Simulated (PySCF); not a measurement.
Delta-SCF ions had no search for a lower state. Excitations are Tamm–Dancoff values on a coarser integration grid. The basis has no diffuse functions, so Rydberg states are missing or too high.

## C10H7BS, SMILES `Bc1c(C#C)ccc2ccsc12` (charge 0, multiplicity 1)

All values below come from ωB97X-D3(BJ)/def2-TZVP // PBE0-D3(BJ)/def2-SVP (PySCF 2.14.0).

* **HOMO**: -8.54 eV
* **dipole moment**: 2.17 D
* **HOMO–LUMO gap**: 8.06 eV
* **LUMO**: -0.48 eV
* **S1 excitation (TDA)**: 4.14 eV
* **S1 oscillator strength**: 0.132
* **brightest of the four lowest singlets (TDA)**: 5.25 eV
* **T1 excitation (TDA)**: 2.85 eV
* **S1–T1 gap (TDA)**: 1.28 eV
* **vertical ionisation energy (Delta-SCF)**: 8.25 eV
* **vertical electron affinity (Delta-SCF)**: 0.85 eV
* **total energy**: -808.6045 Ha
* **cost**: about 27 core-minutes (a rough figure)

```xyz
19

B      1.1945     2.2011    -0.2278
C      0.5755     0.7967    -0.1060
C      1.3433    -0.3917    -0.2148
C      2.7523    -0.3522    -0.4469
C      3.9494    -0.3810    -0.6433
C      0.7375    -1.6635    -0.0970
C     -0.6207    -1.7897     0.1278
C     -1.4268    -0.6446     0.2437
C     -2.8385    -0.5451     0.4742
C     -3.2586     0.7478     0.5243
S     -1.9827     1.8953     0.2979
C     -0.8086     0.6243     0.1236
H      0.4818     3.1731    -0.1265
H      2.3736     2.3486    -0.4215
H      5.0094    -0.3876    -0.8176
H      1.3636    -2.5525    -0.1872
H     -1.0716    -2.7813     0.2159
H     -3.4986    -1.4048     0.5953
H     -4.2747     1.1072     0.6859
```
Charge 0, spin multiplicity 1.
